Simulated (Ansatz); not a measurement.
Isomers of C2H5F3Si, relaxed with PBE0-D4/def2-TZVP in Ansatz; electronic energies, one conformer each and not always the lowest. Functionals use def2-TZVPP; CBS adds triple-zeta CCSD(T) − MP2 to the MP2 limit of def2-TZVPP and def2-QZVPP.

Q: Order them by energy at frozen-core CCSD(T)/CBS, lowest first. (Best estimate.)
A. `C[SiH2]C(F)(F)F`
B. `CC[Si](F)(F)F`
C. `CC(F)(F)[SiH2]F`

A: B (0.0 kJ/mol), C (470.5 kJ/mol), A (606.0 kJ/mol).

Q: How do B2PLYP, PBE-D4, ωB97M-V, B3LYP place them (kJ/mol, against `CC[Si](F)(F)F`)? (Best estimate.)

A: Ansatz gave: 
```json
{"isomer": "`C[SiH2]C(F)(F)F`", "B2PLYP": "593.6", "PBE-D4": "544.4", "ωB97M-V": "578.7", "B3LYP": "576.6"}
{"isomer": "`CC(F)(F)[SiH2]F`", "B2PLYP": "461.8", "PBE-D4": "429.8", "ωB97M-V": "454.0", "B3LYP": "448.2"}
```

B3LYP here is the variant with VWN-RPA as its local correlation; programs differ in this.
